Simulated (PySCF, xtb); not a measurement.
B(CF3)(F)(H) (CHBF4), SMILES FBC(F)(F)F.

GFN2-xTB (xtb 6.7.1) at its own geometry gives an orbital gap of 4.04 eV and a dipole moment of 2.71 D.

Geometry optimised at B3LYP-D3(BJ)/def2-SVP.

### Question
What does ωB97X/def2-TZVP run with PySCF give? (An estimate is asked for; the answer gives what the named calculation found.)

### Answer
gap 12.85 eV (levels -12.41 and 0.44 eV), dipole 1.54 D.
